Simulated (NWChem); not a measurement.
Molecule: CH₃Cl₂Sn, doublet; SMILES [CH3][Sn]([Cl])[Cl]

Not confirmed as a minimum by frequencies. The spin multiplicity was typed, not searched, and may not be the lowest. def2 effective core potentials on Sn; no spin-orbit coupling.

Q: Give the equilibrium geometry at PBE0/def2-SVP with def2 effective core potentials on Sn, spin-unrestricted (NWChem) as a list of bonds and angles, with the point group.

A: point group C1; any orientation.
Bonded distances (Å): Sn1–C2 2.184, Sn1–Cl6 2.375, Sn1–Cl7 2.376, C2–H3 1.099, C2–H4 1.098, C2–H5 1.097. Angles (°): C2–Sn1–Cl6 105.8, C2–Sn1–Cl7 105.9, Cl6–Sn1–Cl7 105.6, Sn1–C2–H3 105.7, Sn1–C2–H4 108.4, Sn1–C2–H5 109.2, H3–C2–H4 111.2, H3–C2–H5 110.9, H4–C2–H5 111.3.
